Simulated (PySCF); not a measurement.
Isomers of C8H12SSi, one GFN2-xTB conformer each. Single-point energies are computed at PBE0/pcSseg-1 (PySCF, gas phase, no added dispersion term), electronic only.

```tsv
SMILES	GFN2-xTB relative energy (kJ/mol)
CC(=S)CC1=C[SiH2]C=CC1	42.9
CC(=S)C1=C[SiH2][C@H]2C[C@@H]1C2	0.0
```

Conformers: `[CH3:1][C:2](=[S:3])[CH2:4][C:5]1=[CH:6][SiH2:7][CH:8]=[CH:9][CH2:10]1` with C1–C2–C4–C5 85°, C2–C4–C5–C6 -96°, C5–C6–Si7–C8 -10°, C6–Si7–C8–C9 10°, C8–C9–C10–C5 -14°, C4–C5–C10–C9 -164°; `[CH3:1][C:2](=[S:3])[C:4]1=[CH:5][SiH2:6][C@H:7]2[CH2:8][C@@H:9]1[CH2:10]2` with C1–C2–C4–C5 2°.

Q: What does PBE0/pcSseg-1 give for the same structures?

A: 
```
                          SMILES  PBE0/pcSseg-1 E (Eh)  PBE0/pcSseg-1 (kJ/mol)  GFN2-xTB (kJ/mol)  point group
          CC(=S)CC1=C[SiH2]C=CC1            -999.00441                     0.0               42.9           C1
CC(=S)C1=C[SiH2][C@H]2C[C@@H]1C2            -998.99640                    21.0                0.0      near Cs
```

GFN2-xTB puts CC(=S)C1=C[SiH2][C@H]2C[C@@H]1C2 lowest instead. As drawn, the higher has a four-membered ring, which the lower lacks.

Q: Which frontier levels, dipoles and rotational constants go with these structures?

A: 
| SMILES | HOMO (eV, PBE0/pcSseg-1) | LUMO (eV) | dipole (D) | A, B, C (MHz) |
| --- | --- | --- | --- | --- |
| CC(=S)CC1=C[SiH2]C=CC1 | -6.33 | -2.13 | 1.78 | 1825, 576.8, 495.8 |
| CC(=S)C1=C[SiH2][C@H]2C[C@@H]1C2 | -6.26 | -2.71 | 2.42 | 1898, 694.9, 557.2 |

Q: As an exercise, what shares would exp(−E/RT) give at 2000 K from these electronic energies alone (no entropy, no degeneracies)?

A: RT = 16.629 kJ/mol: CC(=S)CC1=C[SiH2]C=CC1 78.0 %, CC(=S)C1=C[SiH2][C@H]2C[C@@H]1C2 22.0 %.
